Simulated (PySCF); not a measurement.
C₂H₇AlClN.

```xyz
12

Al     0.3018     0.3688     0.2764
Cl    -1.7688     0.0224     0.6433
C      1.1106    -0.2428    -1.4044
C      0.6137    -1.6093    -1.9077
H      2.2174    -0.2389    -1.2889
H      0.8969     0.5426    -2.1656
H     -0.4903    -1.6288    -2.0166
H      0.8792    -2.4285    -1.2072
H      1.0470    -1.8743    -2.8956
N      1.1857     1.2223     1.5631
H      0.7667     1.5604     2.4324
H      2.1826     1.4480     1.5429
```
Charge 0, spin multiplicity 1.

Geometry: PBE-D3(BJ)/def2-SVP. The structure was generated by enumeration; whether it is a known compound was not checked. The values are those of a single conformer.

Computed with PySCF with PBE/pcSseg-1. Non-relativistic, no solvent.

**Question.** Give the absolute GIAO shielding of each atom: isotropic value and principal components (ppm). (The exact figures need the calculation; the answer reports its results.)

**Answer.** 
| atom | σ(iso) | σ11 | σ22 | σ33 | span |
|---|---|---|---|---|---|
| Al1 | 365.0 | 329.9 | 337.4 | 427.6 | 97.7 |
| Cl2 | 946.7 | 812.2 | 961.6 | 1066.4 | 254.2 |
| C3 | 176.3 | 166.5 | 175.7 | 186.5 | 20.0 |
| C4 | 167.6 | 160.7 | 162.0 | 180.1 | 19.3 |
| H5 | 30.7 | 26.0 | 29.6 | 36.5 | 10.5 |
| H6 | 30.6 | 26.3 | 29.0 | 36.4 | 10.1 |
| H7 | 29.7 | 24.8 | 29.6 | 34.6 | 9.7 |
| H8 | 30.0 | 25.9 | 28.2 | 36.0 | 10.1 |
| H9 | 29.6 | 24.6 | 27.2 | 37.1 | 12.4 |
| N10 | 218.5 | 184.2 | 213.9 | 257.3 | 73.1 |
| H11 | 29.7 | 23.3 | 26.1 | 39.7 | 16.5 |
| H12 | 29.8 | 23.8 | 26.2 | 39.4 | 15.6 |
